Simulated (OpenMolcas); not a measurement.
## Multiconfigurational calculation on O+

Input:

```
&GATEWAY
Coord
1

O 0.0 0.0 0.0
Basis=ANO-RCC-VQZP
Group=XYZ
NoMove
AngMom=0.0 0.0 0.0
AMFI
&SEWARD
* reference wave functions (RASSCF and RASSI steps not shown): 3 electrons in 3 orbitals (2p)
>>> COPY JOB001 $Project.JobIph
&CASPT2
Multistate=1 1
Frozen=1 0
IPEA=0.35
Sig1=0.2
MaxIter=60
WThr=0.0 0.3 0.05
PrWF=0.5
NoMix
>>> COPY JOB002 $Project.JobIph
&CASPT2
XMultistate=8 1 2 3 4 5 6 7 8
Frozen=1 0
IPEA=0.35
Sig1=0.2
MaxIter=60
WThr=0.0 0.3 0.05
PrWF=0.5
NoMix
```

Launched by
```bash
OMP_NUM_THREADS=1 MOLCAS_MEM=2252 MOLCAS_PROJECT=a pymolcas a.inp > a.log  # once for each step of the input, in one work folder
```

Output, cut to the results:

```
--- CASPT2 ---
Orbital specifications:
      -----------------------

      Symmetry species                           1   2
                                                ag  au
      Frozen orbitals                            1   0
      Inactive orbitals                          1   0
      Active orbitals                            0   3
      Secondary orbitals                        27  23
      Deleted orbitals                           0   0
      Number of basis functions                 29  26
Type of calculation                        SS-CASPT2
      Fock operator                              state-specific
      IPEA shift                                 0.35
      Real shift                                 0.00
      Imaginary shift                            0.00
      Sigma^1 regularizer                        0.20
      The input orbitals will be transformed to quasi-canonical
Reference energy:         -74.4248478075
      E2 (Non-variational):      -0.1123199072
      Shift correction:          -0.0000003136
      E2 (Variational):          -0.1123202208
      Total energy:             -74.5371680283
      Residual norm:              0.0000005371
      Reference weight:           0.97927
      Contributions to the CASPT2 correlation energy
      Active & Virtual Only:         -0.0263418283
      One Inactive Excited:          -0.0747583497
      Two Inactive Excited:          -0.0112197291
::    CASPT2 Root  1     Total energy:    -74.53716803
--- CASPT2 ---
Orbital specifications:
      -----------------------

      Symmetry species                           1   2
                                                ag  au
      Frozen orbitals                            1   0
      Inactive orbitals                          1   0
      Active orbitals                            0   3
      Secondary orbitals                        27  23
      Deleted orbitals                           0   0
      Number of basis functions                 29  26
Type of calculation                        XMS-CASPT2
      Fock operator                              state-average
      IPEA shift                                 0.35
      Real shift                                 0.00
      Imaginary shift                            0.00
      Sigma^1 regularizer                        0.20
      The input orbitals will be transformed to quasi-canonical
      The input states will be rotated to diagonalize the Fock operator
Reference energy:         -74.2854667326
      E2 (Non-variational):      -0.1284933446
      Shift correction:          -0.0000015210
      E2 (Variational):          -0.1284948656
      Total energy:             -74.4139615981
      Residual norm:              0.0000001662
      Reference weight:           0.97574
      Contributions to the CASPT2 correlation energy
      Active & Virtual Only:         -0.0406764513
      One Inactive Excited:          -0.0762518557
      Two Inactive Excited:          -0.0115650375
Reference energy:         -74.2854667326
      E2 (Non-variational):      -0.1414831082
      Shift correction:          -0.0000041173
      E2 (Variational):          -0.1414872254
      Total energy:             -74.4269539580
      Residual norm:              0.0000002343
      Reference weight:           0.96936
      Contributions to the CASPT2 correlation energy
      Active & Virtual Only:         -0.0493020999
      One Inactive Excited:          -0.0668002183
      Two Inactive Excited:          -0.0253807901
::    XMS-CASPT2 Root  1     Total energy:    -74.41814081
::    XMS-CASPT2 Root  2     Total energy:    -74.41764358
::    XMS-CASPT2 Root  3     Total energy:    -74.41588519
::    XMS-CASPT2 Root  4     Total energy:    -74.41470094
::    XMS-CASPT2 Root  5     Total energy:    -74.41246113
::    XMS-CASPT2 Root  6     Total energy:    -74.34568914
::    XMS-CASPT2 Root  7     Total energy:    -74.34487709
::    XMS-CASPT2 Root  8     Total energy:    -74.34380885
```

In XMS-CASPT2 the single-state energies belong to rotated reference states; over a whole degenerate manifold the rotation is arbitrary, and only the multistate roots count.

Levels above the lowest, from the spin-orbit matrix with the multistate effective Hamiltonian, averaged by term, added to it:

```json
{"Configuration": "2s2 2p3", "Term": "4S*", "J": "3/2", "E (eV)": "0.0000", "Measured (eV)": "0.0000", "g": "2.002", "Term weight %": "100"}
{"Configuration": "2s2 2p3", "Term": "2D*", "J": "3/2", "E (eV)": "3.303", "Measured (eV)": "3.3266", "g": "0.800", "Term weight %": "100"}
{"Configuration": "2s2 2p3", "Term": "2D*", "J": "5/2", "E (eV)": "3.304", "Measured (eV)": "3.3241", "g": "1.200", "Term weight %": "100"}
{"Configuration": "2s2 2p3", "Term": "2P*", "J": "1/2", "E (eV)": "5.235", "Measured (eV)": "5.0176", "g": "0.666", "Term weight %": "100"}
{"Configuration": "2s2 2p3", "Term": "2P*", "J": "3/2", "E (eV)": "5.235", "Measured (eV)": "5.0174", "g": "1.334", "Term weight %": "100"}
```

Against the 4 measured excited levels shown (NIST Handbook of Basic Atomic Spectroscopic Data) the mean absolute deviation is 960 cm-1; the largest miss in energy is 2s2 2p3 2P* 3/2: computed 5.235, measured 5.0174 eV (+4.3 %).

Term energies are means over components that CASPT2 splits; among the terms shown or strongly mixed into the levels shown the widest spread is 1200 cm-1 (2s2 2p3 2D*). With the s shell closed, the reference lacks s² → p² mixing. Computed and measured levels are paired by configuration, term and J; levels that our copy of the source lacks, or whose pairing is in doubt (as where it misses far off the trend of its configuration), stay unpaired and out of the deviations. Only configurations of the active space appear.

The CASPT2 steps took 0.73 s on 1 thread of Arm Neoverse V2 (shared host); the integral step is not counted.

The term weight is that of the spin-free term in the level, not the purity of its configuration. * marks odd parity.
